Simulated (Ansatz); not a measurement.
# Worked example: C2H5I + AlH(CH3)(OH) → C2H6O + AlH(CH3)I

Species: C2H5I `CCI`, singlet; AlH(CH3)(OH), singlet; C2H6O (ethanol) `CCO`, singlet; AlH(CH3)I, singlet. The partners trade I for OH: C–I and Al–OH bonds give way to C–OH and Al–I.

Shapes, held fixed at every level: PBE0-D4/def2-TZVP. Flexible molecules stand in one conformer, not always the lowest. Programs: Ansatz 0.2.0. Electronic energies: no zero-point or thermal term.

At CCSD(T)/def2-TZVPP; 1 Eh = 2625.50 kJ/mol:

```
     species  energy (Eh)
       C2H5I  -376.217188
AlH(CH3)(OH)  -358.229839
       C2H6O  -154.800182
   AlH(CH3)I  -579.636433
```

Problem. Work out ΔE of the reaction at this level.

Solution. 
1. Products less reactants: (-154.800182) + (-579.636433) − [(-376.217188) + (-358.229839)] = 0.010412 Eh = +27.3 kJ/mol.

Other levels give +4.8 (CCSD/def2-SVP) to +32.6 kJ/mol (MP2/def2-TZVPP). No measured value is set beside it here. For atoms past krypton def2 sets carry core potentials with scalar relativity. Outer-core shells of I are correlated, in sets that cover them unevenly. The median of the other levels is +16.8 kJ/mol.
